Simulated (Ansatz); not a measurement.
`[OH][InH][Cl]` + H–F → `[F][InH][Cl]` + H₂O at 500 K and 1 bar (ligand exchange at the In–O bond).

Program: Ansatz. Geometries: PBE0-D4/def2-TZVP. ΔE: electronic, gas phase. CBS: MP2 limit from def2 TZ/QZ plus the TZ coupled-cluster correction, frozen cores. This one scheme is used for every species. def2 core potentials past Kr. For In outer-core shells are correlated without core-valence functions, which leaves a few kJ/mol of doubt a bond. Each species was taken in one conformer, which may not be the lowest.

```csv
species,CCSD(T)/CBS energy (Eh),H − E (kJ/mol),S (J/(mol·K))
`[OH][InH][Cl]`,-726.02900,85.2,354.8
H–F,-100.39570,39.4,188.7
`[F][InH][Cl]`,-750.05448,51.4,343.5
H₂O,-76.37941,73.2,206.3
```

H − E and S are ideal-gas, rigid-rotor, harmonic terms from PBE0-D4/def2-TZVP, for one conformer and one mirror image of each species. 1 Eh = 2625.50 kJ/mol, R = 8.31446 J/(mol·K).

**Question.** By hand: ΔE, ΔH, ΔS and ΔG.

**Answer.** ΔE = (-750.05448) + (-76.37941) − (-726.02900) − (-100.39570) = -0.00919 Eh = -24.1 kJ/mol. Δ(H − E) = 51.4 + 73.2 − 85.2 − 39.4 = 0.0, so ΔH = -24.1 kJ/mol. ΔS = 343.5 + 206.3 − 354.8 − 188.7 = 6.3 J/(mol·K). ΔG = -24.1 − 500 × (6.3)/1000 = -27.2 kJ/mol.

**Question.** By hand: the equilibrium constant, and the temperature at which ΔG would vanish if ΔH and ΔS stayed fixed.

**Answer.** log₁₀ K = −ΔG/(RT ln 10) = 2.8. ΔH and −TΔS have one sign here, so there is no such temperature.

The number of gas molecules stays the same, so ΔS is small and ΔH decides. A doubt of 5 kJ/mol in ΔE shifts log₁₀ K by 0.5 here. Other conformers and mirror images would add mixing entropy, several J/(mol·K) or more a flexible species. These are equilibria of isolated gas molecules and say nothing of rates. Largest T1 diagnostic: 0.015 (customary marks: 0.02 for closed shells, 0.045 for open ones).

ΔS is within the doubt of such terms, so its sign, and with it that verdict, could turn.
